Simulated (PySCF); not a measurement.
# Electron correlation in Al⁺ (aluminium, charge +1)

[Ne] 3s2, closed-shell 1S. Calculation: PySCF 2.14, in 6-31G* (4s3p1d, 18 functions); no relativity, point nucleus. Frozen: [Ne]; 2 electrons correlated.

Total MP2 correlation energy: -25.75 mhartree.

Same-spin part 0.00 and opposite-spin part -25.75 mhartree; SCS-MP2 scales them by 1/3 and 6/5 to -30.91 mhartree.

With two correlated electrons CCSD is exact within the correlated space (frozen core and kept virtual orbitals).

```json
{"level": "CCSD", "correlation energy (mhartree)": "-38.93"}
```

Diagnostics: T1 = 0.0085, D1 = 0.0121, largest double amplitude 0.115.

Question: Is a single reference adequate?

Answer: Mostly. T1 lies below 0.03, but a double amplitude of this size points to a near-degeneracy that CCSD handles and MP2 describes poorly.
